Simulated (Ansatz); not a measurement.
**Molecular dynamics of F$_{3}$HOZr**

Input:

```yaml
crystal:
  periodic: [false, false, false]
  atoms:
    - { symbol: Zr, position_ang: [-0.084292, -0.026287, -0.052764] }
    - { symbol: O, position_ang: [-0.352573, -0.107475, 1.839131] }
    - { symbol: H, position_ang: [-0.490064, -0.150964, 2.79474] }
    - { symbol: F, position_ang: [1.79365, -3.7e-05, -0.440962] }
    - { symbol: F, position_ang: [-0.895559, 1.56331, -0.75485] }
    - { symbol: F, position_ang: [-0.878762, -1.559947, -0.886093] }
basis:
  gaussian: { orbitals: def2-SVP }
hamiltonian:
  xc: pbe
  dispersion: d4
md:
  timestep: 0.5
  n_steps: 300
  ensemble: nve
  temperature: 200.0
  initial_velocities: maxwell_boltzmann
  seed: 819734
  masses: [{ species: H, mass: 2.014 }]
```

Run as:

```bash
$ ansatz run input.yaml --threads 1 --pin off --max-ram 2048MiB --backend cpu --events-out ev --progress --plain --runs-dir out
```

It starts from a relaxed structure.

Output, in part (step lines, the closing report, with atoms numbered from 0):

```
md step     0: t =     0.00 fs  T =   200.0 K  F+E_penalty+E_count = -11486.04252486 eV  E_kin = 0.103408 eV  conserved = -11485.93911686 eV  (26 SCF iters)
[... lines left out ...]
Total energy: -11485.97072567 eV, -422.1016386980 hartree
Atom 0 at    -0.091893    -0.023791    -0.058819 Å, force     0.013513     0.212426    -0.738793 eV/Å
Atom 1 at    -0.358526    -0.202033     1.802012 Å, force     0.018852     0.329118    -0.787939 eV/Å
Atom 2 at    -0.391189    -0.355649     2.728979 Å, force    -0.088770    -0.208647     1.513713 eV/Å
Atom 3 at     1.786745     0.088762    -0.423342 Å, force     0.026914    -0.159449    -0.003223 eV/Å
Atom 4 at    -0.813134     1.602184    -0.811769 Å, force    -0.059612    -0.249159     0.190522 eV/Å
Atom 5 at    -0.923254    -1.598279    -0.779491 Å, force     0.089104     0.075712    -0.174280 eV/Å
Dipole moment:    -0.059862    -0.083969     0.553086 e Å
```

The steps, from the saved trajectory:

```csv
time (fs),T (K),potential energy less start (eV),conserved less start (meV/atom)
0,200,0.000,0.00
5,164,0.019,0.02
10,112,0.046,0.05
15,94,0.055,0.06
20,120,0.042,0.05
25,130,0.036,0.03
30,108,0.048,0.00
35,68,0.068,0.01
40,48,0.079,0.04
45,57,0.074,0.06
50,56,0.075,0.06
55,44,0.081,0.04
60,40,0.083,0.02
65,71,0.067,0.00
70,101,0.051,0.01
75,92,0.056,0.05
80,69,0.068,0.07
85,70,0.067,0.06
90,119,0.042,0.02
95,165,0.018,0.01
100,170,0.016,0.01
105,141,0.031,0.03
110,113,0.045,0.06
115,122,0.041,0.07
120,143,0.030,0.05
125,152,0.025,0.01
130,129,0.037,0.00
135,98,0.053,0.02
140,84,0.060,0.04
145,70,0.067,0.06
150,62,0.072,0.06
```

The run went to its last step. The conserved energy stayed within 0.069 meV per atom of its start (net change 0.056 meV per atom), so the integration is sound. A run of 0.15 ps of so small a system gives no equilibrium averages.

The same pairs are bonded in the first frame and the last. Pairs count as bonded within 1.25 times the sum of covalent radii (0.12 Å more for H–H).

Last frame:

```xyz
6
Properties=species:S:1:pos:R:3
Zr -0.092 -0.024 -0.059
O -0.358 -0.202 1.802
H -0.391 -0.356 2.729
F 1.787 0.089 -0.423
F -0.813 1.602 -0.812
F -0.923 -1.598 -0.779
```

Time of the run: 16 min on 1 thread of Arm Neoverse V1, with other jobs on the host, peak memory 0.12 GiB.
